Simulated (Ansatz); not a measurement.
Input (CCSDT(Q)/cc-pV(D+d)Z; Ansatz, an electronic-structure program): A basis named .json is the Basis Set Exchange file of that set.

Ansatz 0.2 input:
```yaml
crystal:
  periodic: [false, false, false]
  atoms:
    - {symbol: B, position_ang: [-0.72881303, -1.22866676, 0.16416293]}
    - {symbol: H, position_ang: [-0.28994352, -2.12541080, 0.81434025]}
    - {symbol: H, position_ang: [-1.82157777, -1.36452946, -0.29069245]}
    - {symbol: Si, position_ang: [0.29534801, 0.48355397, -0.07641216]}
    - {symbol: H, position_ang: [-0.10175065, 1.34991795, 1.07053136]}
    - {symbol: H, position_ang: [-0.04511426, 1.20705291, -1.32651648]}
    - {symbol: H, position_ang: [1.76757930, 0.30654765, -0.01870709]}
basis:
  gaussian:
    orbitals: cc-pV_D+d_Z.json
magnetization: {spin_polarized: false}
correlation: {method: ccsdt_q, electrons: outside_noble_gas}
```

Output:

```
Functional definition: HF
integrals: 0.05 GiB planned
1205 factors; integrals over basis functions are off by at most 2.0e-7 eV
mean field: 0.16 GiB planned
mean field evaluation 1: about -8611.0657 eV, gradient 1.3e1 eV
mean field evaluation 2: about -8611.0657 eV, gradient 1.3e1 eV
mean field evaluation 4: about -8612.0366 eV, gradient 4.5e-1 eV
mean field evaluation 8: about -8612.0384 eV, gradient 8.6e-5 eV
mean field evaluation 16: about -8612.0384 eV, gradient 2.1e-6 eV
mean field -8612.03838513 eV, -316.4865732041 hartree, gradient 2.1e-6 eV, S^2 0.000000; 0 other end points of the search recorded, 0 dependent functions left out
6 core orbitals not correlated
reference -8612.03838513 eV, -316.4865732041 hartree; 6, 6 occupied and 50, 50 virtual orbitals, 1205 factors
second order -5.15458525 eV of doubles, -0.00000000 eV of singles
coupled cluster: 0.61 GiB planned
cycle   1  -6.08493266 eV  change   -9.3e-1 eV  update   7.4e-2
cycle   2  -6.53217343 eV  change   -4.5e-1 eV  update   2.9e-2
cycle   3  -6.57248992 eV  change   -4.0e-2 eV  update   1.1e-2
cycle   4  -6.57475236 eV  change   -2.3e-3 eV  update   4.7e-3
cycle   5  -6.57453502 eV  change    2.2e-4 eV  update   2.1e-3
cycle   6  -6.57371028 eV  change    8.2e-4 eV  update   8.2e-4
cycle   7  -6.57339912 eV  change    3.1e-4 eV  update   3.1e-4
cycle   8  -6.57366557 eV  change   -2.7e-4 eV  update   1.2e-4
cycle   9  -6.57371456 eV  change   -4.9e-5 eV  update   3.7e-5
cycle  10  -6.57368265 eV  change    3.2e-5 eV  update   1.4e-5
cycle  11  -6.57367441 eV  change    8.2e-6 eV  update   6.1e-6
cycle  12  -6.57367640 eV  change   -2.0e-6 eV  update   2.1e-6
cycle  13  -6.57367755 eV  change   -1.1e-6 eV  update   1.1e-6
cycle  14  -6.57367954 eV  change   -2.0e-6 eV  update   5.0e-7
cycle  15  -6.57367995 eV  change   -4.1e-7 eV  update   2.4e-7
perturbative correction -0.00501640 eV, -0.0001843493 hartree
Total energy: -8618.61708148 eV, -316.7283358358 hartree
```
